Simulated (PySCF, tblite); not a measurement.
Isomers of C3H9N3OSi2. Method: GFN2-xTB as coded in tblite; computed harmonic values from a numerical Hessian at the method's own geometry, unscaled. Errors from tens to a few hundred cm⁻¹ against measured bands are possible. Modes of hydrogen on silicon can be 10 to 20 % off. One conformer each.

Electronic energies: PBE0/pcSseg-1 single points on the GFN2-xTB geometries (PySCF, gas phase).

| SMILES | electronic energy, lowest = 0 (kJ/mol) |
| --- | --- |
| N#CC[Si@H](NC=O)[SiH2]N | 181.2 |
| N#C[C@@H]1OC[Si@H](N)N[SiH2]1 | 203.4 |
| N#C[C@@H]1OC[SiH2]N[Si@H]1N | 207.4 |
| N#CC[Si@@H]1NC[Si@@H](O)N1 | 0.0 |

**Question.** How do GFN2-xTB zero-point energies change the relative energies?

**Answer.** 
| SMILES | ZPE (kJ/mol) | of it from modes above 1550 cm⁻¹ | electronic (kJ/mol) | with ZPE, lowest = 0 (kJ/mol) | lowest mode (cm⁻¹) | rings |
| --- | --- | --- | --- | --- | --- | --- |
| N#CC[Si@@H]1NC[Si@@H](O)N1 | 330.2 | 175.5 | 0.0 | 0.0 | 30 | 1 |
| N#CC[Si@H](NC=O)[SiH2]N | 318.0 | 178.0 | 181.2 | 169.1 | 38 | 0 |
| N#C[C@@H]1OC[Si@H](N)N[SiH2]1 | 324.0 | 169.7 | 203.4 | 197.3 | 69 | 1 |
| N#C[C@@H]1OC[SiH2]N[Si@H]1N | 322.9 | 169.6 | 207.4 | 200.2 | 16i | 1 |

The zero-point energies span 12.2 kJ/mol, from `N#CC[Si@H](NC=O)[SiH2]N` to `N#CC[Si@@H]1NC[Si@@H](O)N1`. Slightly imaginary modes are left out of the zero-point energy: `N#C[C@@H]1OC[SiH2]N[Si@H]1N` 16.4i cm⁻¹. The order is unchanged.

**Question.** And how do the electronic energies of GFN2-xTB itself compare?

**Answer.** `N#CC[Si@@H]1NC[Si@@H](O)N1` 0.0; `N#CC[Si@H](NC=O)[SiH2]N` 196.3; `N#C[C@@H]1OC[Si@H](N)N[SiH2]1` 164.7; `N#C[C@@H]1OC[SiH2]N[Si@H]1N` 170.6 kJ/mol, lowest = 0. Against the energies above, taken from the same isomer `N#CC[Si@@H]1NC[Si@@H](O)N1`, the largest difference is 38.7 kJ/mol.

**Question.** What do entropy and thermal enthalpy add at 298.15 K and 1 bar (rigid rotor, harmonic oscillator, one conformer each)?

**Answer.** 
```csv
SMILES,point group,symmetry number,S (J/(mol K)),H − H(0) (kJ/mol),ZPE + H − H(0) − TS (kJ/mol)
N#CC[Si@@H]1NC[Si@@H](O)N1,C1,1,453.5,33.85,228.8
N#CC[Si@H](NC=O)[SiH2]N,C1,1,480.1,36.73,211.6
N#C[C@@H]1OC[Si@H](N)N[SiH2]1,C1,1,432.5,32.92,228.0
```

Not tabulated: `N#C[C@@H]1OC[SiH2]N[Si@H]1N` (lowest mode only 16i cm⁻¹).
